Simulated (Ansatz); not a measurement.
Computed with Ansatz on PBE0-D4/def2-TZVP structures; ΔE is electronic, products minus reactants. CCSD(T)/CBS adds triple-zeta CCSD(T) − MP2 to the extrapolated MP2 energy (def2 sets, frozen cores). DFT in def2-TZVPP. HSE06 is defined as in plane-wave codes. For Br outer-core shells are correlated without core-valence functions, which leaves a few kJ/mol of doubt a bond. Scalar relativity is left out up to krypton. Each species was taken in one conformer, which may not be the lowest.

`[OH][Al]([Cl])[O][SiH3]` + `C[Si](O)(Cl)Br` → `[SiH3][O][Al]([Cl])[Cl]` + `C[Si](O)(O)Br`  (redistribution)

`[OH][Al]([Cl])[O][SiH3]`:

Cartesian coordinates in Å:
```
O 0.712 1.548 2.251
Al -0.378 0.734 1.264
Cl -2.379 0.751 1.817
O 0.104 -0.068 -0.120
Si 0.075 -0.936 -1.498
H 1.648 1.588 2.065
H 1.315 -0.669 -2.272
H 0.004 -2.387 -1.182
H -1.102 -0.561 -2.325
```

`C[Si](O)(Cl)Br`:

Cartesian coordinates in Å:
```
C -1.140 -0.555 -0.254
Si 0.523 0.210 -0.080
O 0.648 0.845 1.412
Cl 0.804 1.670 -1.493
Br 2.127 -1.295 -0.393
H -1.268 -1.342 0.492
H -1.257 -0.989 -1.248
H -1.912 0.203 -0.106
H 1.477 1.253 1.670
```

`[SiH3][O][Al]([Cl])[Cl]`:

Cartesian coordinates in Å:
```
Si 0.755 -0.687 1.114
O -0.056 0.058 -0.087
Al -0.888 0.807 -1.310
Cl -0.271 0.597 -3.278
Cl -2.554 1.965 -0.886
H -0.177 -1.009 2.225
H 1.827 0.211 1.616
H 1.364 -1.943 0.606
```

`C[Si](O)(O)Br`:

Cartesian coordinates in Å:
```
C -1.109 -0.139 0.884
Si 0.294 0.122 -0.277
O 1.496 -0.977 -0.124
O -0.307 0.059 -1.788
Br 1.228 2.125 0.111
H -0.772 -0.067 1.920
H -1.537 -1.131 0.724
H -1.888 0.608 0.719
H 2.283 -0.708 0.351
H 0.312 0.107 -2.519
```

Is it downhill or uphill in electronic energy at CCSD(T)/CBS, and by how much? (An estimate is asked.)

Ansatz gave: Downhill: ΔE = -7.6 kcal/mol.

What do these levels give: HSE06-D4, revPBE, PBE0, r2SCANh, RPA@PBE/def2-TZVPP, MP2/def2-SVP? (Estimate.)

Ansatz gave: HSE06-D4 -7.5, revPBE -6.6, PBE0 -7.7, r2SCANh -7.9, RPA@PBE/def2-TZVPP -7.4, MP2/def2-SVP -7.1 kcal/mol.

Largest T1 diagnostic among the species: 0.011.

From BLYP to BHLYP (50 % exact exchange), in def2-TZVPP and without D4, ΔE moves by −2.0 kcal/mol. Leaving LDA and LC-ωPBE aside and taking each functional with its dispersion term where it has one, the values, not all of them listed here, spread over 2.3 kcal/mol, from BHLYP-D4 to revPBE-D4. In def2-TZVPP, CCSD(T) changes the Hartree–Fock value by +2.9 kcal/mol (the triples alone add +0.4 kcal/mol) and MP2 by +3.7 kcal/mol.
